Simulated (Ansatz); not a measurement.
Geometry optimisation, Ansatz, RHF/6-31G*.

input.yaml

```yaml
crystal:
  periodic: [false, false, false]
  atoms:
    - { symbol: Al, position_ang: [0.0, 0.0, 0.0] }
    - { symbol: O, position_ang: [0.0, 0.0, 2.13] }
    - { symbol: H, position_ang: [-0.9095, -0.2814, 2.4671] }
    - { symbol: F, position_ang: [1.4635, 0.0, -0.845] }
    - { symbol: F, position_ang: [-1.4635, 0.0, -0.845] }
    - { symbol: "N", position_ang: [0.0995, 2.1044, 0.7] }
    - { symbol: H, position_ang: [0.493, 2.3259, 1.659] }
    - { symbol: H, position_ang: [-0.2465, 2.8877, 0.0753] }
    - { symbol: H, position_ang: [0.0609, 1.2889, 1.7979] }
basis:
  gaussian: { orbitals: "6-31G*" }
hamiltonian:
  xc: hf
relax:
  f_tol: 0.15
  max_steps: 25
  restrain:
    - { distance: [0, 5], at: 3.12, k: 30.0 }
    - { distance: [8, 1], at: 2.21, k: 30.0 }
    - { distance: [0, 1], at: 1.78, k: 30.0 }
    - { distance: [8, 5], at: 1.06, k: 30.0 }
```

Launched with:

```bash
$ ansatz run input.yaml --threads 1 --pin off --max-ram 2048MiB --backend cpu --events-out ev --progress --plain --runs-dir out
```

Question: Where does it end, and by what steps?

Answer: It converged. The restraints hold the end off the free minimum. After 10 steps the energy has fallen by 4.438 eV (the restraints' own energy left out); H7 moved furthest, 1.06 Å. Joined: N6–H9 (1.37 → 1.03 Å).

```
step  energy less start (eV)  largest force component (eV/Å)  accepted
   0                  0.0000                           4.685       yes
   1                  0.1904                           5.271       yes
   2                 -0.8592                           5.412       yes
   3                 -2.3677                           4.085       yes
   4                 -3.5429                           3.958       yes
   5                 -3.9743                           2.855       yes
   6                 -4.1026                           2.104       yes
   7                 -4.2037                           1.686       yes
   8                 -4.3766                           1.277       yes
   9                 -4.4117                           1.386       yes
  10                 -4.4380                           1.418       yes
```

```xyz
9
Properties=species:S:1:pos:R:3
Al -0.003 -0.388 0.002
O -0.213 -0.321 1.728
H -1.062 -0.521 2.095
F 1.479 -0.625 -0.623
F -1.305 -0.481 -0.971
N 0.162 2.539 0.997
H 0.990 3.093 1.121
H -0.633 3.150 1.008
H 0.082 1.880 1.782
```

Time of the run: 24 s on 1 thread of Arm Neoverse V1, with other jobs on the host, peak memory 0.15 GiB.
